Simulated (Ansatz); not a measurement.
Cost and result for the atomization energy of CH₅B₂NO, SMILES `BB(O)N=C` (10 atoms, 9 bonds).

```xyz
10

B     0.6131   -0.1086    1.5771
B    -0.0565   -0.6357    0.1152
O    -0.0131   -1.9172   -0.3821
N    -0.7559    0.3269   -0.6301
C    -0.6733    1.2640   -1.4481
H    -0.0416    0.1210    2.5533
H     1.7944    0.0849    1.6747
H     0.4251   -2.5358    0.2032
H     0.2692    1.5649   -1.9250
H    -1.5614    1.8358   -1.7381
```

Charge 0, multiplicity 1. All single points use the PBE0-D4/def2-TZVP geometry. It is one conformer, not always the lowest. Program: Ansatz. All runs use 2 threads of an AMD EPYC 9B14 on a shared host. Times are those of one run each, without the atoms' runs, and a repeat can differ threefold. Electronic energies, without spin–orbit coupling; frozen cores. CCSD(T)/CBS adds CCSD(T) − MP2 in def2-TZVPP to the MP2 limit, and its time is that of the two runs behind it. T1 = 0.014. B3LYP takes the VWN-RPA correlation (the form of Gaussian; ORCA's B3LYP/G). HSE06 is the plane-wave form, built on full-range PBE exchange.

CCSD(T)/CBS is a level of theory with its own doubt, some kJ/mol a heavy atom from the limit and from the frozen cores, so smaller differences don't rank the functionals.

```csv
level,functions,wall time,atomization (kJ/mol),difference from CCSD(T)/CBS,per bond
revPBE-D4/def2-TZVPP,225,1.8 s,3954.3,34.3,3.8
BLYP-D4/def2-TZVPP,225,1.9 s,3989.0,69.0,7.7
PBE0-D4/def2-TZVPP,225,2.3 s,3967.3,47.3,5.3
BHLYP-D4/def2-TZVPP,225,2.5 s,3835.1,-84.9,-9.4
HSE06-D4/def2-TZVPP,225,2.6 s,3971.1,51.1,5.7
CAM-B3LYP-D4/def2-TZVPP,225,2.7 s,3985.5,65.5,7.3
B3LYP-D4/def2-TZVPP (with forces),225,3.6 s,3973.8,53.8,6.0
r2SCANh-D4/def2-TZVPP,225,3.8 s,3933.0,13.0,1.4
CCSD(T)/def2-SVP,95,4.2 s,3738.7,-181.3,-20.1
PBE-QIDH/def2-TZVPP,225,4.7 s,3916.1,-3.9,-0.4
MP2/def2-QZVPP,435,18 s,3970.6,50.6,5.6
CCSD(T)/def2-TZVPP,225,89 s,3818.2,-101.8,-11.3
CCSD(T)/CBS(def2),–,110 s,3920.0,0.0,0.0
```

Leaving LDA and LC-ωPBE aside and taking each functional with its dispersion term where it has one, the values, not all of them listed here, spread over 229.7 kJ/mol, from BHLYP-D4 to PBE-D4. LDA lies +495.0 kJ/mol from PBE without D4, its usual overbinding. At CCSD(T), def2-SVP lies −181.3 kJ/mol from the extrapolated value and def2-TZVPP −101.8 kJ/mol: correlation converges slowly with the basis, and small sets miss more of it in the bonded molecule than in its fragments. From r2SCAN to r2SCAN0 (25 % exact exchange), in def2-TZVPP and without D4, the atomization energy moves by −79.6 kJ/mol: exact exchange takes away binding that semilocal exchange gives to molecules.
